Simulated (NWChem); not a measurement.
System: C$_{3}$ClF$_{3}$; SMILES ClC(=C=C(F)F)F

Input file for NWChem:

```
start job
memory heap 200 mb stack 900 mb global 1100 mb
geometry units angstroms noautoz
  F      0.155580     2.388961    -1.083249
  C      0.028280     1.638178     0.000000
  F      0.155580     2.388961     1.083249
  C     -0.190532     0.355629     0.000000
  C     -0.389126    -0.927821     0.000000
  F     -1.594407    -1.499448     0.000000
  Cl     0.869326    -2.132242     0.000000
end
basis spherical
  F library def2-svpd
  C library def2-svpd
  Cl library def2-svpd
end
dft
  xc b3lyp
  iterations 150
  mulliken
end
task dft energy
```

Excerpt of the output:

```
             Northwest Computational Chemistry Package (NWChem) 7.3.0
             --------------------------------------------------------

 CS  symmetry detected

                             Geometry "geometry" -> ""
                             -------------------------

 Output coordinates in angstroms (scale by  1.889725989 to convert to a.u.)

  No.       Tag          Charge          X              Y              Z
 ---- ---------------- ---------- -------------- -------------- --------------
    1 F                    9.0000     0.16431270     2.39404026    -1.08324900
    2 C                    6.0000     0.03467428     1.64365750     0.00000000
    3 F                    9.0000     0.16431270     2.39404026     1.08324900
    4 C                    6.0000    -0.18813238     0.36179642     0.00000000
    5 C                    6.0000    -0.39072395    -0.92102864     0.00000000
    6 F                    9.0000    -1.59777998    -1.48889786     0.00000000
    7 Cl                  17.0000     0.86396962    -2.12936444     0.00000000

 Effective nuclear repulsion energy (a.u.)     332.7528742586

      Symmetry information
      --------------------

 Group name             Cs
 Group number              2
 Group order               2
 No. of unique centers     6

                                 NWChem DFT Module
                                 -----------------

 Summary of "ao basis" -> "ao basis" (spherical)
 ------------------------------------------------------------------------------
       Tag                 Description            Shells   Functions and Types
 ---------------- ------------------------------  ------  ---------------------
 F                         def2-svpd                 9       23   4s3p2d
 C                         def2-svpd                 8       20   4s2p2d
 Cl                        def2-svpd                11       27   5s4p2d

      Symmetry analysis of basis
      --------------------------

        a'        100
        a"         56

            General Information
            -------------------
          SCF calculation type: DFT
          Wavefunction type:  closed shell.
          No. of atoms     :     7
          No. of electrons :    62
           Alpha electrons :    31
            Beta electrons :    31
          Charge           :     0
          Spin multiplicity:     1
          Use of symmetry is: on ; symmetry adaption is: on
          Maximum number of iterations: 150
          AO basis - number of functions:   156
                     number of shells:    62
          Convergence on energy requested:  1.00D-06
          Convergence on density requested:  1.00D-05
          Convergence on gradient requested:  5.00D-04

              XC Information
              --------------
                         B3LYP Method XC Potential
                     Hartree-Fock (Exact) Exchange  0.200
                        Slater Exchange Functional  0.800 local
                    Becke 1988 Exchange Functional  0.720 non-local
              Lee-Yang-Parr Correlation Functional  0.810
                  VWN I RPA Correlation Functional  0.190 local

             Grid Information
             ----------------
          Grid used for XC integration:  medium
          Radial quadrature: Mura-Knowles
          Angular quadrature: Lebedev.
          Tag              B.-S. Rad. Rad. Pts. Rad. Cut. Ang. Pts.
          ---              ---------- --------- --------- ---------
          F                   0.50       49          14.0       434
          C                   0.70       49          13.0       434
          Cl                  1.00       88          13.0       590
          Grid pruning is: on
          Number of quadrature shells:   333
          Spatial weights used:  Erf1

      Superposition of Atomic Density Guess
      -------------------------------------

 Sum of atomic energies:        -870.09646165

      Non-variational initial energy
      ------------------------------

 Total energy =    -872.667642
 1-e energy   =   -1865.636141
 2-e energy   =     660.215625
 HOMO         =      -0.285193
 LUMO         =       0.032718

      Symmetry analysis of molecular orbitals - initial
      -------------------------------------------------

  Numbering of irreducible representations:

     1 a'          2 a"

  Orbital symmetries:

     1 a'          2 a'          3 a"          4 a'          5 a'
     6 a'          7 a'          8 a'          9 a'         10 a'
    11 a"         12 a'         13 a'         14 a"         15 a'
    16 a'         17 a'         18 a'         19 a"         20 a'
    21 a'         22 a'         23 a"         24 a"         25 a'
    26 a"         27 a'         28 a"         29 a'         30 a"
    31 a'         32 a"         33 a'         34 a'         35 a'
    36 a'         37 a"         38 a'         39 a'         40 a'
    41 a"

     ---------------------------------------------
      Total Density - Mulliken Population Analysis
     ---------------------------------------------

    Atom       Charge   Shell Charges
 -----------   ------   -------------------------------------------------------
    1 F    9     9.58   1.99  1.14  0.78  0.03  3.42  2.04  0.14  0.00  0.02
    2 C    6     4.75   1.99  0.84  0.45 -0.03  1.37  0.16  0.12 -0.15
    3 F    9     9.58   1.99  1.14  0.78  0.03  3.42  2.04  0.14  0.00  0.02
    4 C    6     5.79   1.99  1.00  0.31 -0.17  2.24  0.48  0.02 -0.08
    5 C    6     5.19   1.99  0.87  0.41 -0.13  1.42  0.77  0.09 -0.22
    6 F    9     9.57   1.99  1.14  0.78  0.02  3.42  2.04  0.15  0.00  0.02
    7 Cl  17    17.54   2.00  1.99  1.24  0.69  0.03  5.94  2.11  3.24  0.23  0.02  0.04

   convergence    iter        energy       DeltaE   RMS-Dens  Diis-err
 ---------------- ----- ----------------- --------- --------- ---------
 d= 0,ls=0.0,diis     1   -873.3255635976 -1.21D+03  4.55D-02  1.87D+00
 d= 0,ls=0.0,diis     2   -873.1545100514  1.71D-01  2.40D-02  3.91D+00
 d= 0,ls=0.0,diis     3   -873.5358694959 -3.81D-01  1.87D-03  4.47D-02
 d= 0,ls=0.0,diis     4   -873.5381779718 -2.31D-03  1.29D-03  1.75D-02
 d= 0,ls=0.0,diis     5   -873.5398326708 -1.65D-03  6.79D-04  3.55D-03
  Resetting Diis
 d= 0,ls=0.0,diis     6   -873.5402995929 -4.67D-04  8.16D-05  5.05D-05
 d= 0,ls=0.0,diis     7   -873.5403054598 -5.87D-06  4.15D-05  8.41D-06
 d= 0,ls=0.0,diis     8   -873.5403043583  1.10D-06  2.27D-05  2.02D-05
 d= 0,ls=0.0,diis     9   -873.5403063019 -1.94D-06  4.45D-06  1.26D-07
 d= 0,ls=0.0,diis    10   -873.5403063147 -1.27D-08  1.70D-06  1.99D-08

         Total DFT energy =     -873.540306314696
      One electron energy =    -1866.278089088718
           Coulomb energy =      735.731515285800
    Exchange-Corr. energy =      -75.746606770399
 Nuclear repulsion energy =      332.752874258621

 Numeric. integr. density =       61.999995652983

                  Occupations of the irreducible representations
                  ----------------------------------------------

                     irrep           alpha         beta
                     --------     --------     --------
                     a'               22.0         22.0
                     a"                9.0          9.0

                       DFT Final Molecular Orbital Analysis
                       ------------------------------------

 Vector   29  Occ=2.000000D+00  E=-3.660144D-01  Symmetry=a'
              MO Center=  6.6D-01, -1.8D+00, -4.3D-16, r^2= 2.1D+00
   Bfn.  Coefficient  Atom+Function         Bfn.  Coefficient  Atom+Function
  ----- ------------  ---------------      ----- ------------  ---------------
    89      0.501916  5 C  s                141      0.453849  7 Cl px
    69     -0.410530  4 C  s                138      0.362545  7 Cl px
   142      0.362998  7 Cl py                75      0.326544  4 C  py
    95      0.301464  5 C  py               139      0.286040  7 Cl py
   135      0.206746  7 Cl px               136      0.163760  7 Cl py

 Vector   30  Occ=2.000000D+00  E=-3.074989D-01  Symmetry=a'
              MO Center=  1.0D-02,  6.5D-01,  4.4D-15, r^2= 3.0D+00
   Bfn.  Coefficient  Atom+Function         Bfn.  Coefficient  Atom+Function
  ----- ------------  ---------------      ----- ------------  ---------------
    71      0.417625  4 C  px                28      0.349189  2 C  px
   142     -0.238983  7 Cl py                74      0.237267  4 C  px
     5      0.216501  1 F  px                48      0.216501  3 F  px
   139     -0.181925  7 Cl py                75     -0.169920  4 C  py
    31      0.167132  2 C  px                 8     -0.152562  1 F  px

 Vector   31  Occ=2.000000D+00  E=-3.057763D-01  Symmetry=a"
              MO Center=  1.5D-02, -5.9D-01, -1.5D-15, r^2= 3.0D+00
   Bfn.  Coefficient  Atom+Function         Bfn.  Coefficient  Atom+Function
  ----- ------------  ---------------      ----- ------------  ---------------
    73      0.413974  4 C  pz               143     -0.358398  7 Cl pz
    93      0.305843  5 C  pz               140     -0.276020  7 Cl pz
    76      0.252235  4 C  pz               113      0.185029  6 F  pz
   137     -0.155824  7 Cl pz                96      0.147619  5 C  pz
   116     -0.127566  6 F  pz                 6      0.114107  1 F  py

 Vector   32  Occ=0.000000D+00  E=-5.815830D-02  Symmetry=a"
              MO Center= -1.6D-01, -1.6D-01, -2.1D-14, r^2= 3.1D+00
   Bfn.  Coefficient  Atom+Function         Bfn.  Coefficient  Atom+Function
  ----- ------------  ---------------      ----- ------------  ---------------
    93      0.515313  5 C  pz                96      0.512816  5 C  pz
    73     -0.357000  4 C  pz                76     -0.317448  4 C  pz
    33     -0.256362  2 C  pz                30     -0.212935  2 C  pz
   143     -0.181539  7 Cl pz               113      0.176914  6 F  pz
     6     -0.141350  1 F  py                49      0.141350  3 F  py

[...]
```

Level: B3LYP/def2-SVPD. Coordinates come from a B3LYP/6-31G* (spherical d) optimisation. B3LYP is NWChem's, with the RPA form of VWN correlation.
